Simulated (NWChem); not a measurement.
System: C5H8; SMILES C[C@@H]1C=CC1

Here is an NWChem input.

```
start job
memory heap 200 mb stack 900 mb global 1100 mb
geometry units angstroms noautosym nocenter noautoz
  C      0.042529     1.771850    -0.288664
  C      0.021779     0.459546     0.472168
  C      1.038319    -0.597006     0.091097
  C      0.113340    -1.500237    -0.264570
  C     -1.051610    -0.594129     0.046137
  H     -0.841138     2.385220    -0.050161
  H      0.052460     1.596317    -1.376575
  H      0.936687     2.364342    -0.037117
  H     -0.003876     0.656037     1.559702
  H      2.132575    -0.604170     0.111788
  H      0.167673    -2.527692    -0.636393
  H     -1.664421    -0.289760    -0.819602
  H     -1.728787    -0.930381     0.849834
end
basis spherical
  * library sto-3g
end
dft
  xc b3lyp
  iterations 150
end
property
  response 1 0.0773
end
task dft property
```

NWChem printed, in part:

```
             Northwest Computational Chemistry Package (NWChem) 7.3.0
             --------------------------------------------------------

                             Geometry "geometry" -> ""
                             -------------------------

 Output coordinates in angstroms (scale by  1.889725989 to convert to a.u.)

  No.       Tag          Charge          X              Y              Z
 ---- ---------------- ---------- -------------- -------------- --------------
    1 C                    6.0000     0.04252900     1.77185000    -0.28866400
    2 C                    6.0000     0.02177900     0.45954600     0.47216800
    3 C                    6.0000     1.03831900    -0.59700600     0.09109700
    4 C                    6.0000     0.11334000    -1.50023700    -0.26457000
    5 C                    6.0000    -1.05161000    -0.59412900     0.04613700
    6 H                    1.0000    -0.84113800     2.38522000    -0.05016100
    7 H                    1.0000     0.05246000     1.59631700    -1.37657500
    8 H                    1.0000     0.93668700     2.36434200    -0.03711700
    9 H                    1.0000    -0.00387600     0.65603700     1.55970200
   10 H                    1.0000     2.13257500    -0.60417000     0.11178800
   11 H                    1.0000     0.16767300    -2.52769200    -0.63639300
   12 H                    1.0000    -1.66442100    -0.28976000    -0.81960200
   13 H                    1.0000    -1.72878700    -0.93038100     0.84983400

 Effective nuclear repulsion energy (a.u.)     168.6295616981

                              NWChem Property Module
                              ----------------------

                                 NWChem DFT Module
                                 -----------------

 Summary of "ao basis" -> "ao basis" (spherical)
 ------------------------------------------------------------------------------
       Tag                 Description            Shells   Functions and Types
 ---------------- ------------------------------  ------  ---------------------
 C                           sto-3g                  3        5   2s1p
 H                           sto-3g                  1        1   1s

            General Information
            -------------------
          SCF calculation type: DFT
          Wavefunction type:  closed shell.
          No. of atoms     :    13
          No. of electrons :    38
           Alpha electrons :    19
            Beta electrons :    19
          Charge           :     0
          Spin multiplicity:     1
          Use of symmetry is: off; symmetry adaption is: off
          Maximum number of iterations: 150
          AO basis - number of functions:    33
                     number of shells:    23
          Convergence on energy requested:  1.00D-06
          Convergence on density requested:  1.00D-05
          Convergence on gradient requested:  5.00D-04

              XC Information
              --------------
                         B3LYP Method XC Potential
                     Hartree-Fock (Exact) Exchange  0.200
                        Slater Exchange Functional  0.800 local
                    Becke 1988 Exchange Functional  0.720 non-local
              Lee-Yang-Parr Correlation Functional  0.810
                  VWN I RPA Correlation Functional  0.190 local

             Grid Information
             ----------------
          Grid used for XC integration:  medium
          Radial quadrature: Mura-Knowles
          Angular quadrature: Lebedev.
          Tag              B.-S. Rad. Rad. Pts. Rad. Cut. Ang. Pts.
          ---              ---------- --------- --------- ---------
          C                   0.70       49          11.0       434
          H                   0.35       45          12.0       434
          Grid pruning is: on
          Number of quadrature shells:   605
          Spatial weights used:  Erf1

      Superposition of Atomic Density Guess
      -------------------------------------

 Sum of atomic energies:        -189.62387143

      Non-variational initial energy
      ------------------------------

 Total energy =    -191.055643
 1-e energy   =    -593.279384
 2-e energy   =     233.594180
 HOMO         =      -0.096481
 LUMO         =       0.253115

   convergence    iter        energy       DeltaE   RMS-Dens  Diis-err
 ---------------- ----- ----------------- --------- --------- ---------
 d= 0,ls=0.0,diis     1   -192.9010409100 -3.62D+02  2.04D-02  2.12D-01
 d= 0,ls=0.0,diis     2   -192.9287964995 -2.78D-02  7.62D-03  3.05D-02
 d= 0,ls=0.0,diis     3   -192.9323645208 -3.57D-03  2.69D-03  7.91D-03
 d= 0,ls=0.0,diis     4   -192.9336018228 -1.24D-03  4.70D-04  1.56D-04
 d= 0,ls=0.0,diis     5   -192.9336206642 -1.88D-05  1.88D-04  3.93D-05
  Resetting Diis
 d= 0,ls=0.0,diis     6   -192.9336264476 -5.78D-06  3.92D-05  1.74D-06
 d= 0,ls=0.0,diis     7   -192.9336267228 -2.75D-07  9.87D-06  3.10D-08

         Total DFT energy =     -192.933626722833
      One electron energy =     -593.404373216190
           Coulomb energy =      261.952773792688
    Exchange-Corr. energy =      -30.111588997418
 Nuclear repulsion energy =      168.629561698086

 Numeric. integr. density =       38.000000673413

                       DFT Final Molecular Orbital Analysis
                       ------------------------------------

 Vector   17  Occ=2.000000D+00  E=-2.699833D-01
              MO Center= -1.6D-01,  1.2D-01,  1.4D-01, r^2= 2.7D+00
   Bfn.  Coefficient  Atom+Function         Bfn.  Coefficient  Atom+Function
  ----- ------------  ---------------      ----- ------------  ---------------
     8      0.405832   2 C  px               24     -0.358221   5 C  py
    23     -0.310855   5 C  px               28     -0.261667   8 H  s
     9      0.231140   2 C  py               13     -0.224557   3 C  px
    30     -0.206634  10 H  s                 3     -0.182092   1 C  px
     4     -0.153911   1 C  py               22     -0.150077   5 C  s

 Vector   18  Occ=2.000000D+00  E=-2.632023D-01
              MO Center=  8.4D-02, -2.5D-01,  8.3D-02, r^2= 3.0D+00
   Bfn.  Coefficient  Atom+Function         Bfn.  Coefficient  Atom+Function
  ----- ------------  ---------------      ----- ------------  ---------------
     9      0.310650   2 C  py               14     -0.286332   3 C  py
    31     -0.262343  11 H  s                19      0.258794   4 C  py
    23      0.239871   5 C  px               13      0.236672   3 C  px
     8     -0.228278   2 C  px               24     -0.221684   5 C  py
    29      0.210233   9 H  s                26     -0.201301   6 H  s

 Vector   19  Occ=2.000000D+00  E=-1.882244D-01
              MO Center=  4.0D-01, -8.8D-01, -3.7D-02, r^2= 1.8D+00
   Bfn.  Coefficient  Atom+Function         Bfn.  Coefficient  Atom+Function
  ----- ------------  ---------------      ----- ------------  ---------------
    20      0.573288   4 C  pz               15      0.569288   3 C  pz
    14     -0.217555   3 C  py               19     -0.210710   4 C  py
    33     -0.168513  13 H  s                29     -0.167027   9 H  s
    32      0.165492  12 H  s                 4     -0.127957   1 C  py
    10     -0.092697   2 C  pz               25     -0.088906   5 C  pz

 Vector   20  Occ=0.000000D+00  E= 1.220756D-01
              MO Center=  4.9D-01, -9.7D-01, -6.2D-02, r^2= 1.5D+00
   Bfn.  Coefficient  Atom+Function         Bfn.  Coefficient  Atom+Function
  ----- ------------  ---------------      ----- ------------  ---------------
    15      0.741535   3 C  pz               20     -0.742047   4 C  pz
    14     -0.273252   3 C  py               19      0.270510   4 C  py
    32     -0.161495  12 H  s                29     -0.155793   9 H  s
    33      0.156284  13 H  s                 2      0.114645   1 C  s
     4     -0.098865   1 C  py               26     -0.052754   6 H  s

 Vector   21  Occ=0.000000D+00  E= 3.320504D-01
              MO Center= -6.2D-02,  4.0D-01,  2.2D-01, r^2= 2.1D+00
   Bfn.  Coefficient  Atom+Function         Bfn.  Coefficient  Atom+Function
  ----- ------------  ---------------      ----- ------------  ---------------
     8      0.851382   2 C  px               12     -0.624218   3 C  s
    22      0.469094   5 C  s                24      0.452307   5 C  py
    28     -0.415349   8 H  s                23      0.401600   5 C  px
     3      0.350512   1 C  px               26      0.348324   6 H  s
    14     -0.249394   3 C  py               25      0.235494   5 C  pz

 Vector   22  Occ=0.000000D+00  E= 3.457660D-01
              MO Center= -2.0D-01, -4.1D-01,  3.4D-03, r^2= 2.2D+00
   Bfn.  Coefficient  Atom+Function         Bfn.  Coefficient  Atom+Function
  ----- ------------  ---------------      ----- ------------  ---------------
    17      0.686815   4 C  s                24      0.656637   5 C  py
     7     -0.452423   2 C  s                 9      0.453735   2 C  py
    14      0.438010   3 C  py               18     -0.431053   4 C  px
    12      0.410040   3 C  s                10      0.353944   2 C  pz
    25      0.352781   5 C  pz               27      0.289459   7 H  s

     Multipole analysis of the density
     ---------------------------------

[...]

 DFT Linear Response polarizability / au
 Frequency  =       0.0773000 / au
 Wavelength =     589.4353558 / nm
              X              Y              Z
 -----------------------------------------------
 X      29.4740753      2.4835078      0.9120675
 Y       2.4835102     31.0121512      3.3656909
 Z       0.9120699      3.3656914     19.5631077
 -----------------------------------------------
 Eigenvalues =      27.7977013     33.6096710     18.6419619
 Isotropic   =      26.6831114
 Anisotropic =      13.0697910
 -----------------------------------------------

 Magnetic Dipole Response Matrix (nonzero elements):
```

Level: B3LYP/STO-3G. STO-3G and 3-21G are far too small for this property and stand as cheap habits. Structure relaxed at the PBE0/def2-SVP level. Not confirmed as a minimum by frequencies.
